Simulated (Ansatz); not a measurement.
Two isomers of CH8GaNSi: A = `C[SiH2][GaH][NH2]`, B = `CN[SiH2][GaH2]`.

Computed with Ansatz on PBE0-D4/def2-TZVP structures; ΔE is electronic, products minus reactants. CBS: MP2 limit from def2 TZ/QZ plus the TZ coupled-cluster correction, frozen cores. Functionals use def2-TZVPP. B3LYP here is the variant with VWN-RPA as its local correlation; programs differ in this. For Ga outer-core shells are correlated without core-valence functions, which leaves a few kJ/mol of doubt a bond. Scalar relativity is left out up to krypton. One conformer a species, not always the lowest.

Which isomer does CCSD(T)/CBS put lower? Give the gap. (Estimate.)

Ansatz gave: A, by 103.1 kJ/mol.

Give E(B) − E(A) in kJ/mol with CCSD(T)/def2-SVP, PBE0-D4, B3LYP-D4, r2SCAN-D4, HF/def2-TZVPP, CCSD/def2-TZVPP, LDA (SPW92). (Best estimate.)

Ansatz gave: CCSD(T)/def2-SVP 94.1, PBE0-D4 94.5, B3LYP-D4 92.2, r2SCAN-D4 101.1, HF/def2-TZVPP 79.4, CCSD/def2-TZVPP 96.5, LDA (SPW92) 96.5. None reverses the order clearly.

Does the order hold for the free energy at 298.15 K (harmonic terms from PBE0-D4)? (Best estimate.)

The calculation gave: Yes: G(B) − G(A) = +99.7 kJ/mol, for one conformer each. Modes under 60 cm⁻¹, often nearly free rotors, make the harmonic entropy too high.

Largest T1 diagnostic: 0.014.

At CCSD(T), def2-SVP lies −9.0 kJ/mol from the extrapolated value and def2-TZVPP −3.6 kJ/mol. Leaving LDA and LC-ωPBE aside and taking each functional with its dispersion term where it has one, the values, not all of them listed here, spread over 12.5 kJ/mol, from BHLYP-D4 to r2SCAN-D4.
